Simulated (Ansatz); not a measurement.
Forces on a displaced structure

AlSnH4, doublet, displaced at random from a GFN2-xTB minimum.

Al1  (-0.078, -0.551, 0.124)
Sn2  (-0.271, 1.844, -0.846)
H3  (0.753, -1.320, 1.179)
H4  (-1.133, -1.394, -0.649)
H5  (1.253, 0.394, -0.852)
H6  (-0.678, 0.973, 0.842)
(Å)

Ansatz 0.2.0; basis: def2-TZVPP; cores frozen in the correlated methods; orbitals are unrestricted. Filled d shells of the heavier atoms are correlated. Core potentials replace the inner electrons of the atoms past krypton. The def2 sets are not built for correlating such inner shells, so the correlated values are less sure here.

CCSD(T) forces from the calculation:
| atom | Fx | Fy | Fz (eV/Å) |
| --- | --- | --- | --- |
| Al1 | 0.623 | -0.884 | 0.338 |
| Sn2 | 0.482 | 1.019 | -0.450 |
| H3 | 0.313 | -0.089 | 0.448 |
| H4 | -0.312 | -0.062 | -0.306 |
| H5 | -1.406 | 0.269 | 0.461 |
| H6 | 0.299 | -0.253 | -0.491 |

Q: Which atom feels the largest CCSD(T) force, and how large is it?

A: H5, 1.50 eV/Å, along (-0.93, 0.18, 0.31).

Root-mean-square difference of the force components from those of CCSD(T): PBE0-D4 0.073; wB97M-V 0.045; r2SCAN-D4 0.083; PBE-D4 0.147; BLYP-D4 0.163; HSE06-D4 0.075 eV/Å.

The T1 diagnostic stays at or below 0.017. ⟨S²⟩ of the unrestricted Hartree–Fock references: 0.77 (a pure state has 0.75).

For scale, one of the runs: CCSD(T)/def2-TZVPP forces, 148 basis functions (an equivalent command: `ansatz run in.yaml --threads 4`). Time: 3.9 min of wall clock on 4 CPU threads; the host was shared. Peak host memory: 4.2 GiB.
